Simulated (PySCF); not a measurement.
## Which functional comes closest?

Molecule: `InChI=1S/C3H8O3S/c1-2-3-7(4,5)6/h2-3H2,1H3,(H,4,5,6)`.

Geometry:
```csv
atom,x (Å),y (Å),z (Å)
C1,-1.786,0.597,-0.070
C2,-0.992,-0.695,0.045
C3,0.423,-0.633,-0.513
S4,1.467,0.459,0.442
O5,1.172,1.835,0.109
O6,1.493,-0.005,1.821
O7,2.927,0.119,-0.196
H8,-1.840,0.942,-1.114
H9,-1.331,1.407,0.517
H10,-2.814,0.449,0.291
H11,-1.508,-1.506,-0.495
H12,-0.931,-1.016,1.097
H13,0.466,-0.256,-1.546
H14,0.921,-1.612,-0.469
H15,3.422,-0.360,0.487
```

Geometry PBE0-D3(BJ)/def2-SVP throughout; GIAO in PySCF 2.14, gas phase, one conformer, non-relativistic; equivalent atoms averaged; basis pcSseg-1.

Reference values (measured; solution, not stated per compound (mostly CDCl3 or CCl4); Pretsch, Buehlmann, Badertscher, Structure Determination of Organic Compounds, 4th ed. (2009)): δ(C3) = 53.7 ppm, δ(C2) = 18.8 ppm, δ(C1) = 13.7 ppm. Computed shifts are taken against TMS, calculated as an isolated molecule at each level.

How do the functionals LDA, PBE, BLYP, KT2, KT3, PBE0, WP04, B97-2, BHandHLYP, wB97X-D perform against the reference? Times are CPU seconds on shared hosts with different chips, so compare them loosely; the GGAs took longer than the global hybrids here, which isn't the general rule, and the cause wasn't traced.

Answers


```csv
functional,kind,C3,C2,C1,mean abs. error C,core-s
LDA,LDA,66.9,20.0,12.9,5.1,32
PBE,GGA,63.3,21.4,14.4,4.3,45
BLYP,GGA,65.0,22.7,15.2,5.6,44
KT2,GGA,61.3,21.6,14.8,3.8,31
KT3,GGA,59.5,22.3,15.3,3.6,45
PBE0,global hybrid,60.7,19.3,13.9,2.6,29
WP04,global hybrid,63.4,22.7,15.6,5.2,26
B97-2,global hybrid,60.0,20.0,14.4,2.7,19
BHandHLYP,global hybrid,59.7,18.6,14.0,2.2,25
wB97X-D,range-separated hybrid,61.1,18.9,13.9,2.6,25
```

For ¹³C the closest is BHandHLYP (2.2 ppm) and the furthest BLYP (5.6 ppm). One molecule is a small sample, and vibrational and solvent effects are absent from the calculation.
